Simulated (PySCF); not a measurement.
Computed shifts of a molecule CH7ClOSi2, PySCF with PBE/pcSseg-1, GIAO, gas phase, equivalent atoms averaged, in ppm (number of nuclei): ²⁹Si: -12.7 (1), -78.3 (1). ¹³C: 55.9 (1). ¹H: 6.10 (1), 5.65 (1), 4.53 (1), 4.33 (1), 4.24 (3). References: ²⁹Si against TMS (σ = 335.4 ppm); ¹³C against TMS (σ = 182.0 ppm); ¹⁷O against H2O (σ = 334.3 ppm); ³⁵Cl against HCl (σ = 936.5 ppm); ¹H against TMS (σ = 31.49 ppm), references at their B3LYP-D3(BJ)/def2-TZVP geometries, non-relativistic (without spin–orbit terms, shifts of atoms bonded to Cl or Br come out too high). The structure is a stationary point at B3LYP-D3(BJ)/def2-SVP. Other conformers were not sampled.

Which structure fits?
(A) OC[SiH2][SiH2]Cl
(B) C[SiH2]O[SiH2]Cl
(C) C[Si@H](Cl)[SiH2]O
(D) [SiH3]CO[SiH2]Cl

D, [SiH3]CO[SiH2]Cl
